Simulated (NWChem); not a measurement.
System meant: WOF3, doublet; SMILES [O]=[W]([F])([F])[F]

Input file for NWChem:

```
start job
memory heap 200 mb stack 900 mb global 1100 mb
geometry units angstroms noautoz
  W     -0.018189    -0.000120    -0.104353
  O      1.529231    -0.002090    -0.781127
  F     -0.129069    -1.697193     0.626505
  F     -1.718137     0.002706    -0.903376
  F     -0.124334     1.697285     0.626466
end
basis spherical
  * library def2-svp
end
ecp
  W library def2-ecp
end
dft
  odft
  mult 3
  xc b3lyp
  iterations 150
  mulliken
end
task dft energy
```

End of the output:

```
 Summary of "ao basis" -> "" (spherical)
 ------------------------------------------------------------------------------
       Tag                 Description            Shells   Functions and Types
 ---------------- ------------------------------  ------  ---------------------
 *                          def2-svp                  on all atoms

                                 NWChem DFT Module
                                 -----------------

 Summary of "ao basis" -> "ao basis" (spherical)
 ------------------------------------------------------------------------------
       Tag                 Description            Shells   Functions and Types
 ---------------- ------------------------------  ------  ---------------------
 W                          def2-svp                12       32   6s3p2d1f
 O                          def2-svp                 6       14   3s2p1d
 F                          def2-svp                 6       14   3s2p1d

 Summary of "ao basis" -> "ao basis" (spherical)
 ------------------------------------------------------------------------------
       Tag                 Description            Shells   Functions and Types
 ---------------- ------------------------------  ------  ---------------------
 W                          def2-svp                12       32   6s3p2d1f
 O                          def2-svp                 6       14   3s2p1d
 F                          def2-svp                 6       14   3s2p1d

      Symmetry analysis of basis
      --------------------------

        a'         56
        a"         32

  number of electrons :                   49
  multiplicity        :                    3
 ------------------------------------------------------------------------
  no. of electrons and multiplicity not compatible                  49
 ------------------------------------------------------------------------
 ------------------------------------------------------------------------
  current input line :
    23: task dft energy
 ------------------------------------------------------------------------
 ------------------------------------------------------------------------
 There is an error in the input file
 ------------------------------------------------------------------------
 For more information see the NWChem manual at https://nwchemgit.github.io

0: no. of electrons and multiplicity not compatible:Received an Error in Communication
```

What is wrong, and how is it mended?

The program refused the input. Cause: the multiplicity doesn't fit the number of electrons (an even count wants an odd multiplicity, and the reverse). This input runs:
```
start job
memory heap 200 mb stack 900 mb global 1100 mb
geometry units angstroms noautoz
  W     -0.018189    -0.000120    -0.104353
  O      1.529231    -0.002090    -0.781127
  F     -0.129069    -1.697193     0.626505
  F     -1.718137     0.002706    -0.903376
  F     -0.124334     1.697285     0.626466
end
basis spherical
  W library def2-svp
  O library def2-svp
  F library def2-svp
end
ecp
  W library def2-ecp
end
dft
  odft
  mult 2
  xc b3lyp
  iterations 150
  mulliken
end
task dft energy
```
It converges to -441.74677 Ha (B3LYP/def2-SVP with def2 effective core potentials on W, spin-unrestricted).
